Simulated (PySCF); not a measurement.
C₆ coefficients of unlike pairs at PBE0

Calculated with PySCF 2.14 from the dipole response of each species, C₆(A,B) = (3/π) ∫ α_A(iu) α_B(iu) du, in atomic units, from isotropic polarisabilities. For ions this is the dispersion term alone; charge-induced terms of lower order in 1/R come first.

```tsv
species	configuration	basis	relativity	α (bohr³)	C₆ (like pair)
Ti³⁺	[Ar] 3d1 (2D)	x2c-TZVPPall with one added diffuse shell each of s, p, d, f type (7s6p5d3f1g)	spin-free X2C	2.261	5.729
Fe³⁺	[Ar] 3d5 (6S)	aug-cc-pwCVTZ (10s9p7d4f3g)	none	1.829	4.481
Pd²⁺	[Kr] 4d8 (3F)	aug-cc-pwCVDZ-PP with ECP28MDF (6s6p5d3f)	core potential	6.335	32.98
F	[He] 2s2 2p5 (2P)	aug-cc-pwCVDZ (5s4p2d)	none	3.001	7.723
```

(1) Estimate C₆ for Fe³⁺ with Ti³⁺.

No spin-orbit coupling is included.

The other pairs:

| pair | C₆ |
| --- | --- |
| Pd²⁺, Fe³⁺ | 11.87 |
| F, Fe³⁺ | 5.753 |
| F, Pd²⁺ | 15.95 |
| Pd²⁺, Ti³⁺ | 13.66 |
| F, Ti³⁺ | 6.615 |

## Answers

(1) The integral gives 5.030. The combination rule 2 C_A C_B / (C_A α_B/α_A + C_B α_A/α_B) gives 5.046 and the geometric mean 5.066.
